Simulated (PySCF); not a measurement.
C6H8N2, SMILES Nc1ccc(N)cc1. Atoms are numbered in the order given.

```xyz
16

N     -2.8166    -0.0836     0.0000
C     -1.4252    -0.0122     0.0000
C     -0.6953    -0.0063     1.1970
C      0.6953     0.0063     1.1970
C      1.4252     0.0122     0.0000
N      2.8166     0.0836     0.0000
C      0.6953     0.0063    -1.1970
C     -0.6953    -0.0063    -1.1970
H     -3.2565     0.2838    -0.8350
H     -3.2565     0.2838     0.8350
H     -1.2291    -0.0171     2.1518
H      1.2291     0.0171     2.1518
H      3.2565    -0.2838     0.8350
H      3.2565    -0.2838    -0.8350
H      1.2291     0.0171    -2.1518
H     -1.2291    -0.0171    -2.1518
```
Charge 0, spin multiplicity 1.

Geometry: PBE0-D3(BJ)/def2-SVP. The values are those of a single conformer.

Level of theory: PySCF with HF/def2-TZVP.

Computed frontier levels, gap, dipole moment:
```json
{
  "highest_occupied_level": "-7.08 eV",
  "lowest_empty_level": "3.39 eV",
  "orbital_gap": "10.47 eV",
  "dipole_moment": "0.00 D",
  "quadrupole, principal values (traceless, Buckingham form, about the centre of nuclear charge)": "-19.73, 5.03, 14.71 D·Å"
}
```
